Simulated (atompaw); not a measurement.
# zinc (Zn): PAW (atompaw) pseudisation with PBEsol, scalar-relativistic reference atom.

atompaw 4.2.0.5 input, output lines left out:

```
Zn 30
GGA-PBESOL scalarrelativistic loggrid 1500 logderivrange -3 5 201
4 4 3 0 0 0
4 0 1.5
4 1 0
0 0 0
c
c
c
v
c
c
v
v
2
2.30 2.00 1.70 1.25
y
-0.2
n
y
1.2
n
y
3.5
n
custom rrkj gramschmidtortho besselshape
3 0 ultrasoft
2.30
2.30
2.30
2.30
0.80
0.80
```

All-electron outer shells of the reference configuration (PBEsol, scalar-relativistic, ld1.x):

```json
{"shell": "3p", "level (eV)": "-87.88", "outermost node (bohr)": "0.25", "outermost maximum (bohr)": "0.59"}
{"shell": "3d", "level (eV)": "-14.77", "outermost node (bohr)": "–", "outermost maximum (bohr)": "0.57"}
{"shell": "4s", "level (eV)": "-9.86", "outermost node (bohr)": "0.85", "outermost maximum (bohr)": "2.04"}
{"shell": "4p", "level (eV)": "-4.20", "outermost node (bohr)": "0.92", "outermost maximum (bohr)": "2.71"}
```

(1) Estimate the cutoffs (Ry, on a coarse ladder) from which the occupation-weighted sum of valence levels, in a spherical-Bessel basis at the reference potential, stays within 10 and 1 mRy of its value at 400 Ry.

(2) Does the potential have ghost states?

(3) Is the overlap operator S = 1 + Σ q|β⟩⟨β| positive definite (Bessel basis up to 400 Ry)?

(4) Which valence shell sets the plane-wave cutoff?

## Answers

(1) 230 Ry and over 300 Ry.

(2) No extra level below or beside the all-electron valence levels (s, p, d, f tested).

(3) Yes: its lowest eigenvalue is 0.35 (s channel).

(4) 3d: its level needs 230 Ry to come within 1 mRy, against 6 Ry for 4s.
